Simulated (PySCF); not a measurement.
Compound: C5H8F2SSi.
Atom-mapped SMILES: `[F:1][C@@H:2]1[CH2:3][C@:4]1([F:5])[C@@H:6]1[CH2:7][SiH2:8][S:9]1`

NICS = −σ at a ghost point: NICS(0) at the centroid of the ring atoms, NICS(1) 1 Å to either side along the normal of their mean plane, zz for the tensor component along that normal. Level: GIAO PBE0/pcSseg-1 (PySCF, non-relativistic, gas phase) on the GFN2-xTB geometry, one conformer.

Rings: 1. C2–C3–C4; 2. C6–C7–Si8–S9.

```json
{"set": "P", "NICS(0)": "-34.0", "NICS(1), two faces": "-7.9 / -7.4", "NICS(1)zz, two faces": "-16.8 / -13.7"}
{"set": "Q", "NICS(0)": "-1.1", "NICS(1), two faces": "-0.1 / -0.1", "NICS(1)zz, two faces": "5.9 / 7.8"}
```

Q: Which set (ppm) belongs to which ring?

A: P = 1, Q = 2.
- 1 (3-membered carbocycle; formal bonds all single): mean NICS(1)zz -15.2 ppm, shielded. C2, C3, C4 have four or more neighbours, and the NICS criterion for π rings isn't applied.
- 2 (4-membered ring with S and Si; formal bonds all single): mean NICS(1)zz 6.9 ppm, deshielded. C6, C7, Si8 have four or more neighbours, and the NICS criterion for π rings isn't applied.

Q: How do the rings differ in shape?

A: 
```
ring            bond lengths (Å)  rms pucker (Å)  HOMA  nearest outside atom to a NICS(1) probe (Å)
   1         1.499, 1.502, 1.501            0.00     –                                hydrogen 1.44
   2  1.535, 1.904, 2.159, 1.854            0.09     –                                hydrogen 1.67
```

The values belong to the conformer `[F:1][C@@H:2]1[CH2:3][C@:4]1([F:5])[C@@H:6]1[CH2:7][SiH2:8][S:9]1`: C3–C4–C6–C7 -174°.
